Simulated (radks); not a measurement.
Values are calculated unless marked as measured or tabulated.
Q: These are the eigenvalues of the occupied orbitals of an atom or ion with whole-number occupations (eV). Level of theory: Dirac Kohn-Sham, PBE, spin-unpolarised, spherical densities, finite nucleus; Fermi nuclear charge, rms radius of each element as measured or else 0.836 A^(1/3) + 0.57 fm (a radial shooting solver on a logarithmic mesh with Libxc functionals).

1s1/2: -65193.50
2s1/2: -11155.17
2p1/2: -10656.67
2p3/2: -9464.859
3s1/2: -2553.246
3p1/2: -2331.775
3p3/2: -2076.369
3d3/2: -1700.793
3d5/2: -1645.087
4s1/2: -526.3876
4p1/2: -435.5680
4p3/2: -377.1286
4d3/2: -227.7141
4d5/2: -217.0110
5s1/2: -81.8889
5p1/2: -56.1945
5p3/2: -48.4104
4f5/2: -32.8211
4f7/2: -31.0762
5d3/2: -17.0451
5d5/2: -16.4678

Which element is it, and in what charge state? The configuration may be excited. Open shells, if any, are shared by 2j + 1.

A: Z = 72, hafnium, charge +2: Hf2+ in [Xe] 4f14 5d2. The list shows which subshells hold electrons but not how many an open one holds; the 1s level, -2395.8 hartree, gives Z - s = 69.2 by -(Z - s)^2/2, which with screening and relativity narrows Z to a few neighbours, and the depths of the outer levels then fix element, charge and occupations together.
